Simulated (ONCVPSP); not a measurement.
# Scattering properties, ONCV potential for Er

- Element: erbium (Er)
- Generator: ONCVPSP 4.0.1
- Type: optimised norm-conserving Vanderbilt (ONCV)
- Functional: BLYP
- Relativity: scalar-relativistic
- Frozen core: [Kr]
- Valence charge: 32
- Reference configuration: 4d10 4f12 5s2 5p6 5d1 6s1
- Partial waves: 5s+6s: rc 1.85 bohr, ncon 4, nbas 8, qcut 5.6 1/bohr, 2 projectors; 5p: rc 1.35 bohr, ncon 4, nbas 8, qcut 7.2 1/bohr, 2 projectors, debl 1.1 Ha; 4d+5d: rc 0.95 bohr, ncon 4, nbas 7, qcut 16.6 1/bohr, 2 projectors; 4f: rc 1.30 bohr, ncon 4, nbas 8, qcut 11.6 1/bohr, 2 projectors, debl 2.9 Ha
- Local potential: polynomial inside 0.85 bohr (lpopt 1, dvloc0 2 Ha)
- Core correction: Teter function fitted to the true core (icmod 2), fcfact 0.35

The phase is arctan(r·R′/R) of the radial function R(r), unwrapped; energies in Ha, scanned from -8 to 5 Ha. A pole is an energy at which the radial function vanishes at the test radius. The pseudo phase is shifted by a multiple of π to meet the all-electron one at the reference energy, and phase errors are pseudo minus all-electron; the curves can meet again beyond the range given. Levels narrower than the energy grid can be missing from the lists of poles. Where the grid stepped over a known ghost or core level, its pole and its step of π were put in at the level’s energy.

| channel | radius (bohr) | reference energy (Ha) | poles, all-electron | poles, pseudo | unbroken range about the reference energy with phases within 0.05 rad | phase error 1 Ha above the reference energy (rad) |
| --- | --- | --- | --- | --- | --- | --- |
| s | 1.87 | -0.14 | -1.37 | -2.94, -1.37 | above -2.9 | +0.000 |
| p | 1.37 | -0.94 | 3.13 | 3.07 | below 4.6 | +0.000 |
| d | 0.96 | -0.03 | -4.75 | -4.75 | the whole range | +0.000 |
| f | 1.32 | -0.09 | 0.45 | 0.45 | the whole range | +0.000 |

Note: ghosts flagged at negative energy: s at -80.1 eV; no localised positive-energy state flagged. A true bound ghost makes a file unfit for plane-wave use.

Phases in the s channel:

```csv
E (Ha),all-electron,pseudo
-7.96,1.398,4.540
-7.60,1.392,4.534
-7.24,1.386,4.527
-6.88,1.378,4.520
-6.52,1.370,4.511
-6.16,1.360,4.502
-5.80,1.349,4.490
-5.44,1.335,4.477
-5.08,1.319,4.461
-4.72,1.299,4.441
-4.36,1.273,4.415
-4.00,1.238,4.379
-3.64,1.186,4.327
-3.28,1.101,4.240
-2.92,0.926,0.959
-2.56,0.419,0.422
-2.20,-0.783,-0.783
-1.84,-1.339,-1.339
-1.48,-1.533,-1.533
-1.12,-1.636,-1.636
-0.76,-1.711,-1.711
-0.40,-1.779,-1.779
-0.04,-1.852,-1.852
0.32,-1.944,-1.944
0.68,-2.080,-2.080
1.04,-2.310,-2.309
1.40,-2.743,-2.743
1.76,-3.404,-3.404
2.12,-3.926,-3.926
2.48,-4.203,-4.204
2.84,-4.355,-4.356
3.20,-4.449,-4.450
3.56,-4.512,-4.514
3.92,-4.558,-4.560
4.28,-4.594,-4.596
4.64,-4.623,-4.625
5.00,-4.647,-4.650
```
